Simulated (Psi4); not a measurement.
C3H7O, doublet, geometry from GFN2-xTB; CAM-B3LYP/STO-3G (Psi4 1.11).

Input for Psi4:
```
memory 2 GB

molecule {
0 2
  C     1.47636091    0.46690084    0.43656209
  O     0.67912262    0.16234169   -0.62321348
  C    -0.43280872   -0.65426045   -0.34422677
  C    -1.53589260    0.10514891    0.39027090
  H     2.33584498    1.04898782    0.16980171
  H     1.50487155   -0.20483374    1.27848841
  H    -0.12026787   -1.52387992    0.25181567
  H    -0.79348822   -1.00042701   -1.31669844
  H    -1.86163835    0.95462183   -0.20442846
  H    -1.16166216    0.47186307    1.34336563
  H    -2.38259847   -0.55180144    0.56772592
}

set basis sto-3g
set reference uks

energy('cam-b3lyp')
print_variables()
```

Output, abridged:

```
   => Loading Basis Set <=

    Name: STO-3G
    Role: ORBITAL
    Keyword: BASIS

         ---------------------------------------------------------
                                   SCF
               by Justin Turney, Rob Parrish, Andy Simmonett
                          and Daniel G. A. Smith
                              UKS Reference
         ---------------------------------------------------------

  ==> Geometry <==

    Molecular point group: c1
    Full point group: C1

    Geometry (in Angstrom), charge = 0, multiplicity = 2:

       Center              X                  Y                   Z               Mass
    ------------   -----------------  -----------------  -----------------  -----------------
         C            1.434767345401     0.453381025435     0.471626566363    12.000000000000
         O            0.637529055401     0.148821875435    -0.588149003637    15.994914619570
         C           -0.474402284599    -0.667780264565    -0.309162293637    12.000000000000
         C           -1.577486164599     0.091629095435     0.425335376363    12.000000000000
         H            2.294251415401     1.035468005435     0.204866186363     1.007825032230
         H            1.463277985401    -0.218353554565     1.313552886363     1.007825032230
         H           -0.161861434599    -1.537399734565     0.286880146363     1.007825032230
         H           -0.835081784599    -1.013946824565    -1.281633963637     1.007825032230
         H           -1.903231914599     0.941102015435    -0.169363983637     1.007825032230
         H           -1.203255724599     0.458343255435     1.378430106363     1.007825032230
         H           -2.424192034599    -0.565321254565     0.602790396363     1.007825032230

  Running in c1 symmetry.

  Rotational constants: A =      0.58305  B =      0.17959  C =      0.15845 [cm^-1]
  Rotational constants: A =  17479.51422  B =   5384.07099  C =   4750.06772 [MHz]
  Nuclear repulsion =  127.711356055285776

  Charge       = 0
  Multiplicity = 2
  Electrons    = 33
  Nalpha       = 17
  Nbeta        = 16

  ==> Algorithm <==

  SCF Algorithm Type is DF.
  DIIS enabled.
  MOM disabled.
  Fractional occupation disabled.
  Guess Type is SAD.
  Energy threshold   = 1.00e-06
  Density threshold  = 1.00e-06
  Integral threshold = 1.00e-12

  ==> Primary Basis <==

  Basis Set: STO-3G
    Blend: STO-3G
    Number of shells: 19
    Number of basis functions: 27
    Number of Cartesian functions: 27
    Spherical Harmonics?: true
    Max angular momentum: 1

  ==> DFT Potential <==

   => LibXC <=

    Version 7.1.2
    S. Lehtola, C. Steigemann, M. J. T. Oliveira, and M. A. L. Marques,  SoftwareX 7, 1–5 (2018) (10.1016/j.softx.2017.11.002)

   => Composite Functional: CAM-B3LYP <=

    CAM-B3LYP Hyb-GGA Exchange-Correlation Functional

    T. Yanai, D. P. Tew, and N. C. Handy,  Chem. Phys. Lett. 393, 51 (2004) (10.1016/j.cplett.2004.06.011)

    Deriv               =              1
    GGA                 =           TRUE
    Meta                =          FALSE

    Exchange Hybrid     =           TRUE
    MP2 Hybrid          =          FALSE

   => Exchange Functionals <=

    0.3500         Becke 88 [omega = 0.3300]
    0.4600   Short-range recipe for B88 functional - erf [omega = 0.3300]

   => Exact (HF) Exchange <=

    0.4600            HF,LR [omega = 0.3300]
    0.1900               HF

   => Correlation Functionals <=

    0.1900   Vosko, Wilk & Nusair (VWN5)
    0.8100   Lee, Yang & Parr

   => LibXC Density Thresholds  <==

    XC_HYB_GGA_XC_CAM_B3LYP:  1.00E-14

   => Molecular Quadrature <=

    Radial Scheme          =       TREUTLER
    Pruning Scheme         =           NONE
    Nuclear Scheme         =       TREUTLER

    Blocking Scheme        =         OCTREE
    BS radius alpha        =              1
    Pruning alpha          =              1
    Radial Points          =             75
    Spherical Points       =            302
    Total Points           =         234430
    Total Blocks           =           1788
    Max Points             =            256
    Max Functions          =             27
    Weights Tolerance      =       1.00E-15

   => Loading Basis Set <=

    Name: (STO-3G AUX)
    Role: JKFIT
    Keyword: DF_BASIS_SCF

  ==> Integral Setup <==

  SCF_SUBTYPE=INCORE selected. In-core MEM_DF algorithm will be used.
  Using in-core AOs.

  ==> MemDFJK: Density-Fitted J/K Matrices <==

    J tasked:                   Yes
    K tasked:                   Yes
    wK tasked:                  Yes
    Omega:                3.300E-01
    Algorithm:                 Core
    Schwarz Cutoff:           1E-12
    Mask sparsity (%):       0.8230
    Fitting Condition:        1E-10

   => Auxiliary Basis Set <=

  Basis Set: (STO-3G AUX)
    Blend: DEF2-UNIVERSAL-JKFIT
    Number of shells: 142
    Number of basis functions: 428
    Number of Cartesian functions: 500
    Spherical Harmonics?: true
    Max angular momentum: 4

  Minimum eigenvalue in the overlap matrix is 2.0975675032E-01.
  Reciprocal condition number of the overlap matrix is 8.5743835036E-02.
    Using symmetric orthogonalization.

  ==> Pre-Iterations <==

  SCF Guess: Superposition of Atomic Densities via on-the-fly atomic UHF (no occupation information).

   -------------------------
    Irrep   Nso     Nmo
   -------------------------
     A         27      27
   -------------------------
    Total      27      27
   -------------------------

  ==> Iterations <==

                           Total Energy        Delta E     RMS |[F,P]|

   @DF-UKS iter SAD:  -188.59614620723062   -1.88596e+02   0.00000e+00
   @DF-UKS iter   1:  -191.08342941021155   -2.48728e+00   6.33050e-03 DIIS/ADIIS
   @DF-UKS iter   2:  -191.09886109233736   -1.54317e-02   3.58636e-03 DIIS/ADIIS
   @DF-UKS iter   3:  -191.10429265849635   -5.43157e-03   6.76196e-04 DIIS/ADIIS
   @DF-UKS iter   4:  -191.10451023868725   -2.17580e-04   2.49424e-04 DIIS/ADIIS
   @DF-UKS iter   5:  -191.10455418220923   -4.39435e-05   9.40229e-05 DIIS
   @DF-UKS iter   6:  -191.10456274130948   -8.55910e-06   2.11612e-05 DIIS
   @DF-UKS iter   7:  -191.10456322408692   -4.82777e-07   6.06464e-06 DIIS
   @DF-UKS iter   8:  -191.10456325521673   -3.11298e-08   1.60842e-06 DIIS
   @DF-UKS iter   9:  -191.10456325757363   -2.35690e-09   5.08790e-07 DIIS
  Energy and wave function converged.

  ==> Post-Iterations <==

   Electrons on quadrature grid:
      Nalpha   =   16.9999969139 ; deviation = -3.086e-06
      Nbeta    =   15.9999961454 ; deviation = -3.855e-06
      Ntotal   =   32.9999930593 ; deviation = -6.941e-06

   @Spin Contamination Metric:   2.049354045E-03
   @S^2 Expected:                7.500000000E-01
   @S^2 Observed:                7.520493540E-01
   @S   Expected:                5.000000000E-01
   @S   Observed:                5.000000000E-01

    Orbital Energies [Eh]
    ---------------------

    Alpha Occupied:

       1A    -19.005535     2A    -10.146004     3A    -10.083507
       4A    -10.047879     5A     -1.087556     6A     -0.808514
       7A     -0.708080     8A     -0.632784     9A     -0.523828
      10A     -0.506448    11A     -0.464332    12A     -0.439175
      13A     -0.418635    14A     -0.389005    15A     -0.331211
      16A     -0.288320    17A     -0.132845

    Alpha Virtual:

      18A      0.366919    19A      0.448614    20A      0.482049
      21A      0.487999    22A      0.523477    23A      0.534164
      24A      0.565302    25A      0.569754    26A      0.576635
      27A      0.647794

    Beta Occupied:

       1A    -19.001381     2A    -10.146170     3A    -10.083257
       4A    -10.034724     5A     -1.072999     6A     -0.805230
       7A     -0.693750     8A     -0.616277     9A     -0.520577
      10A     -0.498888    11A     -0.454123    12A     -0.433464
      13A     -0.415680    14A     -0.386269    15A     -0.287374
      16A     -0.263489

    Beta Virtual:

      17A      0.167209    18A      0.375849    19A      0.452263
      20A      0.486010    21A      0.502244    22A      0.532539
      23A      0.544160    24A      0.569313    25A      0.573070
      26A      0.581875    27A      0.662576

    Final Occupation by Irrep:
              A
    DOCC [    16 ]
    SOCC [     1 ]
    NA   [    17 ]
    NB   [    16 ]

  @DF-UKS Final Energy:  -191.10456325757363

   => Energetics <=

    Nuclear Repulsion Energy =            127.7113560552857763
    One-Electron Energy =                -512.4234400339464628
    Two-Electron Energy =                 213.4282521498386416
    DFT Exchange-Correlation Energy =     -19.8207314287515821
    Empirical Dispersion Energy =           0.0000000000000000
    VV10 Nonlocal Energy =                  0.0000000000000000
    Total Energy =                       -191.1045632575736306

  UHF NO Occupations:
  HONO-2 :   15  A 1.9997824
  HONO-1 :   16  A 1.9993941
  HONO-0 :   17  A 1.0000000
  LUNO+0 :   18  A 0.0006059
  LUNO+1 :   19  A 0.0002176
  LUNO+2 :   20  A 0.0001572
  LUNO+3 :   21  A 0.0000281

Computation Completed

Properties will be evaluated at   0.000000,   0.000000,   0.000000 [a0]

Properties computed using the SCF density matrix

 Multipole Moments:

 ------------------------------------------------------------------------------------
     Multipole            Electronic (a.u.)      Nuclear  (a.u.)        Total (a.u.)
 ------------------------------------------------------------------------------------

 L = 1.  Multiply by 2.5417464519 to convert [e a0] to [Debye]
 Dipole X            :          2.2561361           -2.5938148           -0.3376787
 Dipole Y            :          0.4801559           -0.8431088           -0.3629529
 Dipole Z            :         -2.0014953            2.1866543            0.1851590
 Magnitude           :                                                    0.5291933

 ------------------------------------------------------------------------------------

  Variable Map:
  ----------------------------------------------------------------------------
  "CURRENT ENERGY"              =>    -191.104563257574
  "CURRENT REFERENCE ENERGY"    =>    -191.104563257574
  "DD SOLVATION ENERGY"         =>       0.000000000000
  "DFT FUNCTIONAL TOTAL ENERGY" =>    -191.104563257574
  "DFT TOTAL ENERGY"            =>    -191.104563257574
  "DFT VV10 ENERGY"             =>       0.000000000000
  "DFT XC ENERGY"               =>     -19.820731428752
  "GRID ELECTRONS ALPHA"        =>      16.999996913867
  "GRID ELECTRONS BETA"         =>      15.999996145437
  "GRID ELECTRONS TOTAL"        =>      32.999993059303
  "NUCLEAR REPULSION ENERGY"    =>     127.711356055286
  "ONE-ELECTRON ENERGY"         =>    -512.423440033946
  "PCM POLARIZATION ENERGY"     =>       0.000000000000
  "PE ENERGY"                   =>       0.000000000000
  "SCF ITERATION ENERGY"        =>    -191.104563257574
  "SCF ITERATIONS"              =>       9.000000000000
  "SCF TOTAL ENERGY"            =>    -191.104563257574
  "TWO-ELECTRON ENERGY"         =>     213.428252149839
  "XC GRID RADIAL POINTS"       =>      75.000000000000
  "XC GRID SPHERICAL POINTS"    =>     302.000000000000
  "XC GRID TOTAL POINTS"        =>  234430.000000000000

  Array Variable Map:
  ----------------------------------------------------------------------------
  "CURRENT DIPOLE"              =>      -0.337678699725 ... 0.185159024384 1 by 3
  "SCF DIPOLE"                  =>      -0.337678699725 ... 0.185159024384 1 by 3
  "SCF TOTAL ENERGIES"          =>    -188.596146207231 ... -191.104563257574 1 by 10
```
